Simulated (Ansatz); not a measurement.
The first iterations of a band of AlCl2FGeH4O2 (11 atoms, charge 0, multiplicity 1).

The calculation used Ansatz, RKS PBE/def2-SVP.

```json
{"movable images": "8", "climbing image": "no", "spring": "5.0 eV/Å²", "optimiser": "quadratic models (default)", "start path": "through a guess of the saddle point", "force threshold": "0.05 eV/Å", "iteration limit": "60", "end points": "relaxed"}
```

First end point:

```xyz
11
Properties=species:S:1:pos:R:3
Ge -0.172 0.221 0.039
F 0.458 0.612 1.657
O 1.101 -0.896 -0.487
H 1.811 -0.822 0.185
Cl -0.377 2.183 -0.807
Cl -1.525 -0.788 -1.890
O -1.737 -0.438 0.865
Al -3.042 -1.276 -0.268
H -3.078 -2.833 0.070
H -4.328 -0.340 -0.363
H -1.689 -0.314 1.836
```

Last end point:

```xyz
11
Properties=species:S:1:pos:R:3
Ge -0.475 0.404 -0.584
F 0.101 -1.201 2.017
O 1.160 -0.048 -0.150
H 1.059 -0.605 0.675
Cl -0.542 2.344 -1.464
Cl -1.425 -1.034 -2.068
O -1.658 0.041 0.687
Al -2.961 -1.048 -0.007
H -2.886 -2.542 0.535
H -4.259 -0.294 -0.531
H -0.690 -0.706 1.727
```

| iteration | highest image above the first end (eV) | largest band force component (eV/Å) |
| --- | --- | --- |
| 1 | 4.856 | 21.256 |
| 2 | 2.316 | 2.459 |
| 3 | 1.725 | 1.385 |
| 4 | 1.465 | 0.883 |
| 5 | 1.248 | 1.368 |
| 6 | 1.067 | 0.962 |
| 7 | 1.016 | 1.438 |
| 8 | 0.991 | 0.703 |
| 9 | 0.944 | 0.827 |
| 10 | 0.789 | 0.600 |
| 11 | 0.700 | 0.568 |
| 12 | 0.648 | 1.184 |
| 13 | 0.687 | 0.280 |
| 14 | 0.820 | 0.285 |
| 15 | 0.842 | 0.233 |
| 16 | 0.832 | 0.422 |
| 17 | 0.805 | 0.229 |
| 18 | 0.796 | 0.211 |
| 19 | 0.773 | 0.248 |
| 20 | 0.755 | 0.192 |

Q: Does the band converge within its limit, and where does its top end?

A: The run ended unconverged. It ended after 60 iterations with the highest image 0.723 eV above the first end. The band didn't meet its force threshold, so its energies are provisional: the largest band force was still 1.32 eV/Å, and over the last iterations the top moved between 0.69 and 0.72 eV. The orbitals stay closed-shell, which can raise the energy where a bond breaks towards radicals; this wasn't checked here.

The run took 18 min on 4 threads of Arm Neoverse V1, with other jobs on the host, peak memory 0.27 GiB.
